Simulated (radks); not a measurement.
Problem. These are the eigenvalues of the occupied orbitals of an atom or ion with whole-number occupations (Ry). Calculated with a radial shooting solver on a logarithmic mesh with Libxc functionals: scalar-relativistic Kohn-Sham, Wu-Cohen GGA, spin-unpolarised, spherical densities, point nucleus.

| orbital | eigenvalue |
|---|---|
| 1s | -2664.745 |

Which element is it, and in what charge state? The configuration may be excited.

Solution. Z = 51, antimony, charge +50: Sb50+ in 1s1. The 1s level, -1332.4 hartree, gives Z - s = 51.6 by -(Z - s)^2/2, which with screening and relativity narrows Z to a few neighbours, and the depths must fix Z and the occupations together.
